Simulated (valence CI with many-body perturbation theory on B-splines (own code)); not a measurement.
# Energy levels of Yb LV

Calculated by relativistic CI+MBPT: six valence electrons over a frozen Dirac-Fock core [Ne], a basis of 9 s, 9 p, 8 d, 6 f, 3 g, 1 h functions for each j, with the one-electron correlation potential Σ1, the two-electron term Σ2, the three-electron term Σ3, Breit, model QED; selected CI, second order for the rest, scaled by the run's own slope (own B-spline code, finite nucleus).

No measured spectrum was set against this ion. As an estimate, large intervals hold to a few tenths of a per cent, small ones and those within an open d or f shell to about a per cent. Among the levels kept, up to 980 cm⁻¹ of a level comes from second order outside the variational space, and about a tenth of that is noise between levels of different J, which matters for small intervals.

Levels 1 to 38 of 38, with energies above the lowest level, (3s^2 3p1/2^2 3p3/2^2) J=2. "Leading %" is the weight of the configuration and term that name the level; weights of strongly mixed levels are sums over their largest components and can fall short, so below about 35 % the name and the second component can differ from the true leading terms, or belong to a minority configuration. In the jj column 3d3/2^4 stands for four electrons in 3d with j = 3/2.

```
No.  Configuration  Term  J  E (Ry)  Leading %      g                       Leading jj
  1        3s2 3p4    3P  2   0.000         68  1.334      3s^2 3p1/2^2 3p3/2^2 (99 %)
  2        3s2 3p4    1S  0   1.348         63             3s^2 3p1/2^2 3p3/2^2 (99 %)
  3     3s2 3p3 3d   3D°  2  16.049         31  1.043  3s^2 3p1/2^2 3p3/2 3d3/2 (99 %)
  4     3s2 3p3 3d   3D°  1  16.611         32  1.115  3s^2 3p1/2^2 3p3/2 3d3/2 (98 %)
  5     3s2 3p3 3d   3P°  0  16.640         61         3s^2 3p1/2^2 3p3/2 3d3/2 (99 %)
  6     3s2 3p3 3d   3F°  3  16.660         28  1.095  3s^2 3p1/2^2 3p3/2 3d3/2 (97 %)
  7        3s2 3p4    3P  1  19.488         99  1.491        3s^2 3p1/2 3p3/2^3 (99 %)
  8        3s2 3p4    1D  2  20.154         68  1.143        3s^2 3p1/2 3p3/2^3 (99 %)
  9     3s2 3p3 3d   3F°  4  20.886         49  1.254  3s^2 3p1/2^2 3p3/2 3d5/2 (99 %)
 10     3s2 3p3 3d   3D°  2  21.275         33  1.243  3s^2 3p1/2^2 3p3/2 3d5/2 (96 %)
 11     3s2 3p3 3d   3D°  3  22.628         41  1.194  3s^2 3p1/2^2 3p3/2 3d5/2 (95 %)
 12     3s2 3p3 3d   3D°  1  23.382         36  1.047  3s^2 3p1/2^2 3p3/2 3d5/2 (97 %)
 13         3s 3p5   3P°  2  31.903         84  1.469        3s 3p1/2^2 3p3/2^3 (84 %)
 14    3s2 3p2 3d2    3F  2  32.768         40  0.747      3s^2 3p1/2^2 3d3/2^2 (98 %)
 15         3s 3p5   1P°  1  33.350         37  1.186        3s 3p1/2^2 3p3/2^3 (63 %)
 16    3s2 3p2 3d2    3P  0  34.389         57             3s^2 3p1/2^2 3d3/2^2 (97 %)
 17     3s2 3p3 3d   3F°  2  34.891         44  1.026  3s^2 3p1/2 3p3/2^2 3d3/2 (98 %)
 18     3s2 3p3 3d   5D°  0  34.979         52         3s^2 3p1/2 3p3/2^2 3d3/2 (97 %)
 19     3s2 3p3 3d   3D°  1  35.046         46  0.977  3s^2 3p1/2 3p3/2^2 3d3/2 (89 %)
 20     3s2 3p3 3d   3G°  3  35.441         33  1.076  3s^2 3p1/2 3p3/2^2 3d3/2 (97 %)
 21     3s2 3p3 3d   3G°  4  36.028         50  1.046  3s^2 3p1/2 3p3/2^2 3d3/2 (99 %)
 22     3s2 3p3 3d   3F°  2  36.911         63  0.822  3s^2 3p1/2 3p3/2^2 3d3/2 (96 %)
 23    3s2 3p2 3d2    3F  3  37.841         31  1.076  3s^2 3p1/2^2 3d3/2 3d5/2 (97 %)
 24     3s2 3p3 3d   3D°  3  37.888         43  1.187  3s^2 3p1/2 3p3/2^2 3d3/2 (94 %)
 25     3s2 3p3 3d   3P°  2  38.335         30  1.250  3s^2 3p1/2 3p3/2^2 3d3/2 (88 %)
 26    3s2 3p2 3d2    3P  2  38.604         23  1.181  3s^2 3p1/2^2 3d3/2 3d5/2 (96 %)
 27     3s2 3p3 3d   3S°  1  38.670         39  1.502  3s^2 3p1/2 3p3/2^2 3d3/2 (83 %)
 28    3s2 3p2 3d2    3P  1  38.902         36  1.519  3s^2 3p1/2^2 3d3/2 3d5/2 (96 %)
 29    3s2 3p2 3d2    3F  4  38.965         25  1.073  3s^2 3p1/2^2 3d3/2 3d5/2 (96 %)
 30     3s2 3p3 3d   3D°  3  39.441         52  1.297  3s^2 3p1/2 3p3/2^2 3d5/2 (98 %)
 31     3s2 3p3 3d   5D°  4  39.471         52  1.292  3s^2 3p1/2 3p3/2^2 3d5/2 (99 %)
 32     3s2 3p3 3d   3D°  1  39.587         39  0.901  3s^2 3p1/2 3p3/2^2 3d3/2 (84 %)
 33        3s2 3p4    3P  0  40.147         62                     3s^2 3p3/2^4 (98 %)
 34     3s2 3p3 3d   3F°  4  40.327         72  1.176  3s^2 3p1/2 3p3/2^2 3d5/2 (99 %)
 35     3s2 3p3 3d   3D°  1  40.496         42  0.930  3s^2 3p1/2 3p3/2^2 3d5/2 (93 %)
 36     3s2 3p3 3d   3G°  5  40.551         99  1.189  3s^2 3p1/2 3p3/2^2 3d5/2 (99 %)
 37     3s2 3p3 3d   1S°  0  40.639         51         3s^2 3p1/2 3p3/2^2 3d5/2 (96 %)
 38     3s2 3p3 3d   3D°  2  41.796         47  1.270  3s^2 3p1/2 3p3/2^2 3d5/2 (99 %)
```

The ionisation energy to 3s2 3p3 2P°_3/2 of the next ion comes out as 5226.9 eV (NIST: 5224 ± 5 eV (theoretical)). All 38 levels together are meant to be complete up to 42.176 Ry.
